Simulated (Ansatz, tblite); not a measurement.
Removing and adding an electron: the cluster Ag₂F (the lowest doublet isomer of a short search). Total charge 0; doublet. Geometry: PBE-D4/def2-TZVP. Ansatz, gas phase; energy differences of separate SCF runs; the oxidised species is a singlet (the triplet lies 2.93 eV higher at PBE0-D4/def2-TZVP); the reduced species is a singlet (the triplet lies 0.38 eV higher at PBE0-D4/def2-TZVPD).

Cartesian coordinates in Å:
```
Ag -0.992 -0.177 -1.086
Ag 0.558 1.186 0.691
F 0.434 -1.009 0.396
```

In the def2 sets Ag takes a core potential; there is no spin–orbit coupling. The xTB rows come from tblite. The structure comes from a short search, and lower isomers may exist.

```json
{"level": "GFN1-xTB", "−HOMO (eV)": "–", "vertical IE (eV)": "12.75", "−LUMO (eV)": "–", "vertical EA (eV)": "4.80", "HOMO–LUMO gap (eV)": "–", "IE − EA (eV)": "7.95", "remarks": "–"}
{"level": "GFN2-xTB", "−HOMO (eV)": "–", "vertical IE (eV)": "12.07", "−LUMO (eV)": "–", "vertical EA (eV)": "6.09", "HOMO–LUMO gap (eV)": "–", "IE − EA (eV)": "5.98", "remarks": "–"}
{"level": "PBE-D4/def2-TZVP", "−HOMO (eV)": "4.76", "vertical IE (eV)": "7.47", "−LUMO (eV)": "4.25", "vertical EA (eV)": "–", "HOMO–LUMO gap (eV)": "0.50", "IE − EA (eV)": "–", "remarks": "–"}
{"level": "PBE-D4/def2-TZVPD", "−HOMO (eV)": "4.78", "vertical IE (eV)": "–", "−LUMO (eV)": "4.28", "vertical EA (eV)": "1.86", "HOMO–LUMO gap (eV)": "0.50", "IE − EA (eV)": "–", "remarks": "HOMO above zero (-1 singlet), restricted singlet, untested (-1 singlet)"}
{"level": "r2SCAN-D4/def2-TZVP", "−HOMO (eV)": "4.83", "vertical IE (eV)": "7.36", "−LUMO (eV)": "3.91", "vertical EA (eV)": "–", "HOMO–LUMO gap (eV)": "0.92", "IE − EA (eV)": "–", "remarks": "–"}
{"level": "r2SCAN-D4/def2-TZVPD", "−HOMO (eV)": "4.84", "vertical IE (eV)": "–", "−LUMO (eV)": "3.92", "vertical EA (eV)": "1.70", "HOMO–LUMO gap (eV)": "0.92", "IE − EA (eV)": "–", "remarks": "HOMO above zero (-1 singlet), restricted singlet, untested (-1 singlet)"}
{"level": "PBE0-D4/def2-TZVP", "−HOMO (eV)": "5.27", "vertical IE (eV)": "7.21", "−LUMO (eV)": "3.20", "vertical EA (eV)": "–", "HOMO–LUMO gap (eV)": "2.07", "IE − EA (eV)": "–", "remarks": "–"}
{"level": "PBE0-D4/def2-TZVPD", "−HOMO (eV)": "5.28", "vertical IE (eV)": "–", "−LUMO (eV)": "3.22", "vertical EA (eV)": "1.59", "HOMO–LUMO gap (eV)": "2.07", "IE − EA (eV)": "–", "remarks": "HOMO above zero (-1 singlet), restricted singlet, untested (-1 singlet)"}
```

   A HOMO above zero means that the electron is unbound at that level or that self-interaction error raises the level; the energy of removing that electron tells which. HOMO and LUMO are the levels of the spin that leaves or enters (xTB has no such levels and no spin-polarisation term). Other spin states of the ions may lie lower, which would lower the ionisation energy or raise the affinity. Raw xTB energy differences between charge states are shifted by several eV; the methods need an empirical correction for them.
